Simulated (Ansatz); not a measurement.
Consider the formal exchange of groups at the Se–C bond: `C[Se]C` + `[Cl][InH2]` → `C[Se][InH][Cl]` + CH₄.

Calculated with Ansatz (gas phase, PBE0-D4/def2-TZVP geometries, no zero-point term in ΔE). CCSD(T)/CBS is the MP2 limit (def2-TZVPP, def2-QZVPP) plus CCSD(T) − MP2 in def2-TZVPP, frozen cores. This one scheme is used for every species. Functionals use def2-TZVPP. def2 core potentials past Kr. For In, Se outer-core shells are correlated without core-valence functions, which leaves a few kJ/mol of doubt a bond. Scalar relativity is left out up to krypton. Each species was taken in one conformer, which may not be the lowest.

| level | ΔE (kJ/mol) |
| --- | --- |
| PBE-D4 | -160.2 |
| B97M-V | -154.6 |

(1) What does CCSD(T)/CBS give? (Best estimate.)

Largest T1 diagnostic among the species: 0.014.

Results:

(1) Ansatz gave: -166.8 kJ/mol. The listed levels differ from it by 6.6, 12.2 kJ/mol.

The D4 term adds −4.4 kJ/mol with B3LYP and −2.7 kJ/mol with PBE0; it sums over pairs of atoms, weighted by their polarisabilities, and B3LYP, whose exchange is more repulsive, gets the larger term. Leaving LDA and LC-ωPBE aside and taking each functional with its dispersion term where it has one, the values, not all of them listed here, spread over 13.0 kJ/mol, from BHLYP-D4 to ωB97X-V.

B3LYP here is the variant with VWN-RPA as its local correlation; programs differ in this.
